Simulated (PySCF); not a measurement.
# A search over the determinants of CdC

Unrestricted PBE0; Cd def2-SVPD with ECP28, C def2-SVPD; scalar-relativistic core potentials (PySCF 2.14). Outer shells of the fragments: Cd 4d10 5s2; C 2s2 2p2.

Followed along the bond (rough minima from three points):

```
2Ms+1  unpaired  ⟨S²⟩ at the start  R at minimum (Å)  Te (eV)
    3      π ↑↑               2.21              2.18     0.00
    1      π ↑↓               1.01              2.18     0.48
    3  σ ↑, π ↑               2.01  none in the scan   ≤ 1.03
    1  σ ↓, π ↑               1.01  none in the scan   ≤ 1.25
```

Solutions found at the starting distance of 2.110 Å, counted from the lowest of them; the search is not exhaustive and high or unbound solutions are not listed, so other states can lie among these:

```
2Ms+1    unpaired   term  E (eV)  ⟨S²⟩  ⟨Lz²⟩  μ (D)
    3        π ↑↑    ³Σ⁻    0.00  2.21   0.00  -3.03
    1        π ↑↓  mixed    0.48  1.01   2.01  -3.27
    3    σ ↑, π ↑     ³Π    1.23  2.01   1.00  -0.50
    1    σ ↓, π ↑  mixed    1.41  1.01   1.00  -0.68
    1        none  mixed    1.77  0.00   2.00  -3.33
    3  σ ↑↑, π ↑↓  mixed    2.08  3.01   2.01  -2.27
```

A term symbol is given only where ⟨S²⟩ and ⟨Lz²⟩ are close to those of a pure state; real π, δ and φ orbitals otherwise mix terms. A positive dipole means Cd(−)C(+).

Spin–orbit coupling is left out.
